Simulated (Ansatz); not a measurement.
Ansatz (a quantum-chemistry and plane-wave program) input (MP2/6-31G*):

Ansatz 0.2 input:
```yaml
crystal:
  periodic: [false, false, false]
  atoms:
    - {symbol: C, position_ang: [0.69576000, -0.07813900, -1.73553100]}
    - {symbol: Si, position_ang: [0.02758200, 0.00512900, -0.01380000]}
    - {symbol: C, position_ang: [-1.82713900, 0.25641200, -0.10615900]}
    - {symbol: N, position_ang: [0.94907300, 1.22498300, 0.77658500]}
    - {symbol: N, position_ang: [0.24566300, -1.41112400, 0.95372300]}
    - {symbol: H, position_ang: [0.09904900, -0.40344500, -2.58208400]}
    - {symbol: H, position_ang: [1.73889500, 0.10342000, -1.97588100]}
    - {symbol: H, position_ang: [-2.32115400, -0.57887100, -0.61050900]}
    - {symbol: H, position_ang: [-2.25964800, 0.34854400, 0.89244700]}
    - {symbol: H, position_ang: [-2.06710100, 1.16451900, -0.66320200]}
    - {symbol: H, position_ang: [0.82809800, 1.40411600, 1.76090500]}
    - {symbol: H, position_ang: [1.25346900, 2.04736600, 0.28154200]}
    - {symbol: H, position_ang: [-0.41000000, -2.17403900, 0.88818000]}
    - {symbol: H, position_ang: [1.17736900, -1.75006000, 1.13977300]}
basis:
  gaussian:
    orbitals: 6-31G*
magnetization: {spin_polarized: true, initial_magnetization: 1}
correlation: {method: mp2, electrons: outside_noble_gas}
```

Output:

```
Functional definition: HF
integrals: 0.08 GiB planned
1009 factors; integrals over basis functions are off by at most 1.1e-3 eV
mean field: 0.49 GiB planned
mean field evaluation 1: about -13024.7651 eV, gradient 3.1e1 eV
mean field evaluation 2: about -13024.8233 eV, gradient 3.1e1 eV
mean field evaluation 4: about -13029.2977 eV, gradient 2.8e0 eV
mean field evaluation 8: about -13029.3635 eV, gradient 1.5e-1 eV
mean field -13029.36393170 eV, -478.8202928698 hartree, gradient 2.9e-6 eV, S^2 0.760056; 0 other end points of the search recorded, 0 dependent functions left out
9 core orbitals not correlated
reference -13029.36393170 eV, -478.8202928698 hartree; 16, 15 occupied and 72, 73 virtual orbitals, 1009 factors
second order -17.54361003 eV of doubles, -0.00000000 eV of singles
Total energy: -13046.90754173 eV, -479.4650086471 hartree
```

The geometry given is a B3LYP-D3(BJ)/def2-TZVP minimum.
